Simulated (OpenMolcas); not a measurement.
## Predicting a hybrid from its neighbours: CH5BOSi

CH5BOSi: 9 atoms, total charge 0, spin state singlet. SMILES: `B[SiH2]C=O`. The coordinates come from a PBE0-D4/def2-TZVP relaxation. This is one conformer, not always the lowest.

The vertical ionisation energy (to the doublet cation) y, in eV, basis def2-SVP; a is the functional's share of exact exchange. Programs: OpenMolcas 26.06.

```
functional     program     a  y (eV)
    r2SCAN  OpenMolcas     0    9.08
       PBE  OpenMolcas     0    8.98
     B3LYP  OpenMolcas   0.2       ?
      PBE0  OpenMolcas  0.25    9.19
     BHLYP  OpenMolcas   0.5    9.21
```

**Question.** Fit y = c + s·a to the known rows and predict B3LYP.

**Answer.** 
1. Means of the 4 rows: a = 0.1875, y = 9.115.
2. Σ(Δa)² = 0.17188, Σ(Δa·Δy) = 0.06625, so the slope is 0.06625/0.17188 = 0.38544.
3. Intercept: 9.115 − (0.38544) × 0.1875 = 9.043. The largest residual of the fit is 0.063.
4. B3LYP: 9.043 + (0.38544) × 0.2 = 9.12 eV.

The run gave 9.19 eV, so the prediction is off by -0.07 eV, about the largest residual. The rows mix families of semi-local functionals, which the line can't see.
